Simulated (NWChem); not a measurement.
## Correlation energy of HAs

```xyz
2

As     0.0000     0.0000     0.0451
H      0.0000     0.0000    -1.4893
```
Charge 0, spin multiplicity 3.

All runs are NWChem calculations. Structure: optimised with UPBE0/def2-SVP, a minimum by its harmonic frequencies.

Basis set: def2-TZVP. Each correlation energy counts from its own Hartree-Fock reference.

The Hamiltonian is non-relativistic. The correlated methods keep 9 core orbitals frozen. This spin state was chosen for the runs; another may lie lower. The structure started from a generated list of species. The unpaired electrons of the parent sit in orbitals of symmetry b1 and b2 (C2v labels of the run); other states weren't searched. No SCF solution was tested for a lower state. Open-shell Hartree-Fock references start from PBE0 orbitals. No row is a measurement; the coupled-cluster row has its own basis-set and correlation limits.

```json
[
 {"method": "UMP2", "correlation energy (mHa)": "___"},
 {"method": "SCS-UMP2", "correlation energy (mHa)": "-203.9"},
 {"method": "CCSD on UHF", "correlation energy (mHa)": "___"},
 {"method": "CCSD[T] on UHF", "correlation energy (mHa)": "-238.6"},
 {"method": "CCSD(T) on UHF", "correlation energy (mHa)": "-238.0"},
 {"method": "CCSD on ROHF", "correlation energy (mHa)": "___"},
 {"method": "CCSD[T] on ROHF", "correlation energy (mHa)": "-244.8"},
 {"method": "CCSD(T) on ROHF", "correlation energy (mHa)": "___"}
]
```

Question: Fill in the missing entries.

Answer: 
- UMP2, correlation energy (mHa): -218.2
- CCSD on UHF, correlation energy (mHa): -230.9
- CCSD on ROHF, correlation energy (mHa): -236.8
- CCSD(T) on ROHF, correlation energy (mHa): -244.4
